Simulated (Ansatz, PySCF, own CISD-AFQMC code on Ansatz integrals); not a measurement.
Constitutional and geometric isomers with formula CH3NS. All species are isolated molecules in the gas phase. One relaxed conformer stands for each flexible species; it need not be the lowest. Strings in code marks are SMILES.

Quantity: electronic energy of isomers of CH3NS relative to `NC=S`, in kcal/mol. AFQMC values (own CISD-AFQMC code on Ansatz (a program for electronic structure) integrals) carry a statistical error of up to ±0.35 kcal/mol (one standard error) and the bias of the phaseless constraint.

Level 1: frozen-core CCSD(T)/cc-pVQZ // PBE0-D3(BJ)/def2-TZVP (Ansatz)
Level 2: frozen-core phaseless AFQMC with a CISD trial state/cc-pVDZ // PBE0-D3(BJ)/def2-TZVP (own CISD-AFQMC code on Ansatz integrals)
Level 3: M06-2X/6-31G* // PBE0-D3(BJ)/def2-TZVP (PySCF)
Level 4: PBE/6-31G* // PBE0-D3(BJ)/def2-TZVP (PySCF)

```tsv
species	level 1	level 2	level 3	level 4
`[H]/N=C/S` (N–C–S–H torsion 0°)	10.7	8.53	14.4	14.9
```
